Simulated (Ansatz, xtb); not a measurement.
**B2H2LiN: which of two structures lies lower**

Structure X is a singlet given by its coordinates and structure Y is `[Li][B]=NB`, a singlet. Both are isolated molecules in the gas phase, relaxed with B3LYP-D3(BJ)/6-311G**; the shapes shown needn't be the lowest conformers.

X (Å):

```xyz
6

B    -2.5975   -0.8010    0.0252
B    -1.0474   -0.9691   -0.4894
Li   -5.4340   -0.4955    0.9670
N    -3.7915   -0.6716    0.4215
H    -0.3153   -1.7894   -0.0227
H    -0.5920   -0.2776   -1.3503
```

Close contacts (Å): B1–B2 1.64, B1–N4 1.26, Li3–N4 1.74, B2–H5 1.19, B2–H6 1.19.

Y (Å):

```xyz
6

B    -2.0344    0.0136   -0.9662
B    -2.5619   -1.7824    0.9318
Li   -2.9755   -3.1934    2.4240
N    -2.3096   -0.9225    0.0229
H    -1.1168    0.7798   -0.8473
H    -2.7090    0.0740   -1.9584
```

Quicker runs give these differences E(Y) − E(X): GFN2-xTB −10.4 kcal/mol; HF/STO-3G −5.5 kcal/mol (at GFN2-xTB geometries); r2SCAN-D4/def2-SVP −9.1 kcal/mol (at GFN2-xTB geometries).

Estimate E(Y) − E(X) at the level CCSD(T)/def2-TZVPP.

Calculated at CCSD(T)/def2-TZVPP: E(Y) − E(X) = −7.8 kcal/mol, so structure Y lies lower.

Level by level:

```csv
level,geometry,E(Y) − E(X) (kcal/mol),departure from the last row (kcal/mol),"job, with rough time for the two"
GFN2-xTB,GFN2-xTB,−10.4,−2.7,"optimisation, 0.55 s"
HF/STO-3G,GFN2-xTB,−5.5,+2.3,"single point, 0.71 s"
r2SCAN-D4/def2-SVP,GFN2-xTB,−9.1,−1.3,"single point, 4.2 s"
B3LYP-D3(BJ)/6-311G**,B3LYP-D3(BJ)/6-311G**,−6.0,+1.8,"optimisation, 49 s"
HF/def2-TZVPP,B3LYP-D3(BJ)/6-311G**,−11.6,−3.8,part of the CCSD(T) run
MP2/def2-TZVPP,B3LYP-D3(BJ)/6-311G**,−6.4,+1.3,part of the CCSD(T) run
CCSD(T)/def2-TZVPP,B3LYP-D3(BJ)/6-311G**,−7.8,,"single point, 56 s"
```

The levels shown agree on the order. The largest departure from CCSD(T)/def2-TZVPP is that of HF/def2-TZVPP, 3.8 kcal/mol.

With harmonic frequencies from B3LYP-D3(BJ)/6-311G** (ideal gas, rigid rotor, one conformer each, 298.15 K, 1 atm): the zero-point term adds +0.4 kcal/mol; ΔH is −7.4 and ΔG −7.2 kcal/mol.

The correlated steps freeze 3 core orbitals; the last core shell of Li is correlated, in a basis made for valence electrons. Codes used: Ansatz 0.2.0, xtb 6.7.1; the last row on 1 thread of Intel(R) Xeon(R) Processor @ 2.50GHz (Skylake/Cascade Lake) on a shared host.
